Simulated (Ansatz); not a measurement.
`C=[C](O)[GeH3]`. Total charge 0; spin multiplicity 1.

```xyz
10

C     1.6010   -0.3576    0.0748
C     0.3277   -0.2588    0.4446
O    -0.0513   -0.7143    1.6745
Ge   -1.0149    0.5253   -0.7391
H     2.3446   -0.7941    0.7337
H     1.9196   -0.0026   -0.8951
H    -0.9909   -0.5802    1.8122
H    -2.1205   -0.5100   -1.0192
H    -0.3440    0.9605   -2.0449
H    -1.6713    1.7317   -0.0415
```

(1) What are the harmonic wavenumbers in cm⁻¹ at PBE0-D4/def2-TZVP (Ansatz, finite differences of forces, unscaled)? (Best estimate.)

(2) Is this a minimum?

(3) Give the ideal-gas thermochemistry at 298.15 K and 1 bar (rigid rotor, harmonic oscillator; point group Cs, symmetry number 1).

Answers

(1) Computed: 43, 209, 232, 334, 349, 569, 611, 634, 753, 826, 868, 876, 890, 984, 1203, 1300, 1421, 1702, 2140, 2143, 2185, 3164, 3267, 3882.

(2) Yes, all 24 modes are real.

(3) Zero-point energy 182.9 kJ/mol; H(298) − E = 202.2 kJ/mol; entropy 335.5 J/(mol·K), of which translation 168.4, rotation 109.1, vibration 58.0; G(298) − E = 102.1 kJ/mol. Modes under 100 cm⁻¹ are hindered rotations or soft bends, so the harmonic entropy is rough.
